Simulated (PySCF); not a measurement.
silacyclobutane (C3H8Si), SMILES C1CC[SiH2]1.

Coordinates come from a B3LYP-D3(BJ)/def2-SVP optimisation.

Two levels are set side by side: TDA-PBE/def2-SVPD (PySCF) and TDA-ωB97X/def2-SVPD (PySCF). Vertical, same geometry. The lowest singlet is HOMO→LUMO 98 % with PBE and HOMO→LUMO 90 % with the other functional; states are paired by order. Differences are taken from unrounded values.

| quantity | TDA-ωB97X |
|---|---|
| lowest singlet excitation (eV) | 7.35 |
| lowest triplet excitation (TDA) (eV) | 7.00 |
| first bright state (f over 0.05) (eV) | 8.01 |
| its oscillator strength | 0.11 |

Q: What does TDA-PBE give, and how far is it from TDA-ωB97X? (Estimate from the structure and the level; the computed values follow.)

A: 
```
quantity                               TDA-PBE  TDA-PBE minus TDA-ωB97X
-------------------------------------  -------  -----------------------
lowest singlet excitation (eV)            6.34                    -1.01
lowest triplet excitation (TDA) (eV)      6.02                    -0.98
first bright state (f over 0.05) (eV)     6.93                    -1.08
its oscillator strength                   0.05                    -0.05
```

Functionals without exact exchange tend to place singlet excitations lower, as here. Differences between two approximate levels are no errors against the true value.

Rough cost on one machine, each run with all the roots and properties that it gave: TDA-ωB97X against TDA-PBE about 4 times.
